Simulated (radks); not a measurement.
Charge is removed step by step from the 1s down level of He, starting from 1s(up 1, down 1). Method: non-relativistic Kohn-Sham, LDA (Slater exchange, Perdew-Wang correlation), spin-polarised, spherical densities, point nucleus; computed with a radial shooting solver on a logarithmic mesh with Libxc functionals.

removed (e)  E - E(0) (eV)  eigenvalue (eV)
0                    0.000          -15.517
0.125                2.078          -17.739
0.25                 4.437          -20.004
0.375                7.080          -22.289
0.5                 10.008          -24.561
0.625               13.218          -26.774
0.75                16.696          -28.853
0.875               20.419          -30.633

The mean slope of the eigenvalue, de/dn, is 17.3 eV per electron.
